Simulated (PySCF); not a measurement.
PySCF input file for Al(F)(OH)(SMe) (CH4AlFOS), SMILES C[S][Al]([OH])[F], PBE-D3(BJ)/def2-SVP. Geometry: PBE-D3(BJ)/def2-SVP. One conformer was computed; it need not be the lowest.

```python
import numpy as np
from pyscf import gto, scf, dft, df
from pyscf.hessian import thermo

mol = gto.M(
    atom='''
    Al    0.01279155    0.80606405    0.00000000
    F    -0.94654391    2.17940631    0.00000000
    O     1.72184320    0.90387550   -0.00000000
    H     2.20875845    1.74224209    0.00000000
    S    -0.89424529   -1.16389595   -0.00000000
    C     0.64281289   -2.19851514    0.00000000
    H     1.55713846   -1.57706645   -0.00000000
    H     0.63150488   -2.83812160    0.90242659
    H     0.63150488   -2.83812160   -0.90242660
    ''',
    basis='def2-SVP',
    charge=0,
    spin=0,
    max_memory=1600,
    verbose=3,
)
mf = dft.RKS(mol, xc='pbe').density_fit(auxbasis='def2-universal-jkfit')
mf.disp = 'd3bj'
mf.grids.level = 3
mf.conv_tol = 1e-11
mf.max_cycle = 100
mf.kernel()

# [left out here: the lines that compute and print the analytic Hessian (its translational invariance restored by hand, since the grid's response is missing), thermochemistry and intensities]
```

Output:

```
converged SCF energy = -855.465477410689

WARN: DFTD3 does not support analytical Hessian, using finite difference


WARN: Mole.unit (angstrom) is changed to Bohr

Mode                                 0                   1                   2
Irrep
Freq [cm^-1]                       57.2775             91.5156            132.1097
Reduced mass [au]                   2.2701              1.3885              4.6557
Force const [Dyne/A]                0.0044              0.0069              0.0479
Char temp [K]                      82.4096            131.6706            190.0765
Normal mode                   x     y     z       x     y     z       x     y     z
       0  Al                -0.00 -0.00 -0.00    0.00  0.00 -0.03   -0.05 -0.01 -0.00
       1   F                 0.00  0.00  0.09   -0.00 -0.00  0.06    0.06  0.07  0.00
       2   O                -0.00 -0.00 -0.06    0.00  0.00 -0.06   -0.05 -0.11 -0.00
       3   H                 0.00 -0.00 -0.04    0.00  0.00  0.03    0.00 -0.14  0.00
       4   S                -0.00 -0.00 -0.08    0.00  0.00 -0.03   -0.02 -0.03 -0.00
       5   C                 0.00  0.00  0.13   -0.00 -0.00  0.09    0.10  0.13  0.00
       6   H                -0.00  0.00 -0.15    0.00 -0.00  0.58    0.03  0.23  0.00
       7   H                 0.09  0.28  0.33   -0.30 -0.29 -0.11    0.17  0.13  0.00
       8   H                -0.09 -0.28  0.33    0.30  0.29 -0.11    0.17  0.13 -0.00
Mode                                 3                   4                   5
Irrep
Freq [cm^-1]                      209.8017            225.4499            235.2492
Reduced mass [au]                   7.2138              5.6901              7.7579
Force const [Dyne/A]                0.1871              0.1704              0.2530
Char temp [K]                     301.8580            324.3722            338.4712
Normal mode                   x     y     z       x     y     z       x     y     z
       0  Al                -0.05 -0.00  0.00    0.03 -0.07  0.00    0.00 -0.00 -0.15
       1   F                 0.10  0.11 -0.00    0.07 -0.05 -0.00    0.00 -0.00  0.08
       2   O                -0.06  0.09 -0.00    0.03  0.12 -0.00    0.00  0.00  0.08
       3   H                -0.16  0.15 -0.00   -0.17  0.23 -0.00   -0.00  0.00  0.28
       4   S                 0.02 -0.06 -0.00   -0.08 -0.02 -0.00   -0.00 -0.00  0.04
       5   C                -0.01 -0.11  0.00    0.00  0.09  0.00   -0.00  0.00 -0.01
       6   H                 0.01 -0.13  0.00   -0.04  0.15  0.00   -0.00  0.00 -0.07
       7   H                -0.03 -0.10  0.00    0.06  0.09 -0.00    0.05  0.04  0.02
       8   H                -0.03 -0.10 -0.00    0.06  0.09  0.00   -0.05 -0.04  0.02
Mode                                 6                   7                   8
Irrep
Freq [cm^-1]                      296.2008            471.1524            568.6488
Reduced mass [au]                   1.1701              9.0229              1.4070
Force const [Dyne/A]                0.0605              1.1801              0.2681
Char temp [K]                     426.1670            677.8834            818.1590
Normal mode                   x     y     z       x     y     z       x     y     z
       0  Al                 0.00  0.00 -0.03    0.05  0.08  0.00   -0.01  0.01 -0.00
       1   F                -0.00  0.00  0.03   -0.05  0.05 -0.00   -0.04  0.03  0.00
       2   O                -0.00 -0.00  0.08    0.08  0.01 -0.00    0.10 -0.08  0.00
       3   H                 0.00 -0.00 -0.92    0.22 -0.07 -0.00   -0.71  0.42  0.00
       4   S                 0.00  0.00 -0.00   -0.07 -0.10 -0.00    0.00  0.00  0.00
       5   C                 0.00  0.00  0.01    0.02 -0.01  0.00    0.00 -0.00 -0.00
       6   H                 0.00 -0.00  0.04   -0.04  0.06  0.00    0.02 -0.03 -0.00
       7   H                -0.02 -0.02 -0.01    0.08 -0.01  0.00   -0.01 -0.00 -0.00
       8   H                 0.02  0.02 -0.01    0.08 -0.01 -0.00   -0.01 -0.00  0.00
Mode                                 9                  10                  11
Irrep
Freq [cm^-1]                      679.0696            803.3679            916.4083
Reduced mass [au]                   7.0683              7.5292             13.5415
Force const [Dyne/A]                1.9204              2.8630              6.7003
Char temp [K]                     977.0300           1155.8675           1318.5076
Normal mode                   x     y     z       x     y     z       x     y     z
       0  Al                 0.00  0.00 -0.00   -0.04 -0.11 -0.00    0.13 -0.05 -0.00
       1   F                -0.00  0.01  0.00   -0.06  0.10  0.00   -0.06  0.09  0.00
       2   O                 0.01  0.00  0.00    0.11  0.03 -0.00   -0.12 -0.02 -0.00
       3   H                 0.01  0.00  0.00    0.28 -0.07  0.00   -0.17  0.00  0.00
       4   S                 0.08 -0.06 -0.00    0.01  0.02  0.00   -0.00 -0.00 -0.00
       5   C                -0.18  0.13  0.00    0.01  0.00 -0.00   -0.00  0.01  0.00
       6   H                -0.15  0.08 -0.00    0.03 -0.03 -0.00    0.01 -0.01 -0.00
       7   H                -0.12  0.10 -0.02   -0.04  0.01  0.00    0.02  0.00 -0.00
       8   H                -0.12  0.10  0.02   -0.04  0.01 -0.00    0.02  0.00  0.00
Mode                                12                  13                  14
Irrep
Freq [cm^-1]                      934.0576            956.0803           1287.4821
Reduced mass [au]                   1.1738              1.2033              1.1335
Force const [Dyne/A]                0.6034              0.6481              1.1070
Char temp [K]                    1343.9009           1375.5867           1852.4001
Normal mode                   x     y     z       x     y     z       x     y     z
       0  Al                 0.00 -0.00  0.00   -0.00 -0.01  0.00    0.01  0.00 -0.00
       1   F                -0.00  0.00 -0.00   -0.00  0.00 -0.00   -0.00 -0.00 -0.00
       2   O                -0.00 -0.00 -0.00    0.01  0.00 -0.00   -0.00  0.00 -0.00
       3   H                -0.00 -0.00 -0.00   -0.01  0.01 -0.00   -0.02  0.01 -0.00
       4   S                -0.00 -0.00  0.02    0.02  0.02  0.00    0.01 -0.01 -0.00
       5   C                 0.00  0.00 -0.11   -0.07 -0.09 -0.00    0.08 -0.06 -0.00
       6   H                 0.00 -0.00  0.25   -0.46  0.48  0.00   -0.31  0.47  0.00
       7   H                -0.44  0.40  0.17    0.43 -0.02  0.06   -0.44  0.22  0.17
       8   H                 0.44 -0.40  0.17    0.43 -0.02 -0.06   -0.44  0.22 -0.17
Mode                                15                  16                  17
Irrep
Freq [cm^-1]                     1407.4854           1409.0977           2990.0304
Reduced mass [au]                   1.0500              1.0524              1.0301
Force const [Dyne/A]                1.2255              1.2312              5.4258
Char temp [K]                    2025.0582           2027.3778           4301.9881
Normal mode                   x     y     z       x     y     z       x     y     z
       0  Al                 0.00 -0.00 -0.00   -0.00  0.00 -0.00    0.00 -0.00 -0.00
       1   F                -0.00  0.00 -0.00    0.00 -0.00 -0.00   -0.00  0.00 -0.00
       2   O                 0.00  0.00  0.00   -0.00 -0.00  0.00   -0.00 -0.00 -0.00
       3   H                -0.01  0.00  0.00    0.00 -0.00  0.00   -0.00  0.00 -0.00
       4   S                 0.00  0.00  0.00   -0.00 -0.00  0.00    0.00 -0.00  0.00
       5   C                 0.04  0.05  0.00   -0.00 -0.00  0.06   -0.03  0.03  0.00
       6   H                -0.17  0.33 -0.00    0.00 -0.00 -0.72    0.44  0.32  0.00
       7   H                -0.16 -0.49 -0.37   -0.44 -0.14 -0.06   -0.02 -0.33  0.48
       8   H                -0.16 -0.49  0.37    0.44  0.14 -0.06   -0.02 -0.33 -0.48
Mode                                18                  19                  20
Irrep
Freq [cm^-1]                     3099.7341           3110.0272           3818.7751
Reduced mass [au]                   1.1083              1.1087              1.0678
Force const [Dyne/A]                6.2744              6.3180              9.1746
Char temp [K]                    4459.8273           4474.6366           5494.3671
Normal mode                   x     y     z       x     y     z       x     y     z
       0  Al                -0.00 -0.00 -0.00   -0.00 -0.00 -0.00    0.00 -0.00 -0.00
       1   F                 0.00  0.00  0.00    0.00  0.00 -0.00    0.00 -0.00  0.00
       2   O                 0.00  0.00 -0.00    0.00  0.00 -0.00   -0.03 -0.05 -0.00
       3   H                 0.00  0.00  0.00    0.00  0.00 -0.00    0.50  0.83  0.00
       4   S                -0.00  0.00 -0.00   -0.00  0.00  0.00    0.00  0.00  0.00
       5   C                 0.00  0.00  0.09    0.06  0.07 -0.00   -0.00  0.00 -0.00
       6   H                -0.00 -0.00  0.02   -0.65 -0.45 -0.00   -0.00  0.00  0.00
       7   H                 0.02  0.39 -0.54   -0.00 -0.20  0.31   -0.00  0.00 -0.00
       8   H                -0.02 -0.39 -0.54   -0.00 -0.20 -0.31   -0.00  0.00  0.00
temperature 298.1500 [K]
pressure 101325.00 [Pa]
Rotational constants [GHz] 4.83429 2.06156 1.45894
Symmetry number 1
Zero-point energy (ZPE) 0.05399 [Eh]   141751.627 [J/mol]
                           tot       elec      trans        rot        vib
Entropy [J/mol/K]       368.325      0.000    167.378    115.034     85.914
Cv [J/mol/K]            102.751      0.000     12.472     12.472     77.808
Cp [J/mol/K]            111.066      0.000     20.786     12.472     77.808
Internal energy [J/mol]                      3718.434   3718.434 154975.598
Internal energy [Eh]   -855.40362  -855.46548
Enthalpy [J/mol]                             6197.391   3718.434 154975.598
Enthalpy [Eh]          -855.40267
Gibbs free energy [J/mol]                  -43706.373 -30578.851 129360.427
Gibbs free energy [Eh] -855.44450
mode   freq/cm-1   IR/(km/mol)
   1       57.28         1.144
   2       91.52         0.612
   3      132.11         1.529
   4      209.80        24.194
   5      225.45        11.057
   6      235.25        19.896
   7      296.20       142.871
   8      471.15        33.030
   9      568.65       112.862
  10      679.07         4.991
  11      803.37       170.917
  12      916.41        86.986
  13      934.06         6.966
  14      956.08         6.943
  15     1287.48         6.092
  16     1407.49         5.782
  17     1409.10         4.613
  18     2990.03        20.426
  19     3099.73         2.052
  20     3110.03         0.605
  21     3818.78        94.206
max |gradient| / (hartree/bohr): 0.0002722367617241912
APT charges: [ 1.3894e+00 -5.9300e-01 -7.9310e-01  2.9550e-01 -4.0050e-01  6.1200e-02
  4.1800e-02 -7.0000e-04 -7.0000e-04]
```

The run converged.

Cost: very roughly 60 core-seconds.
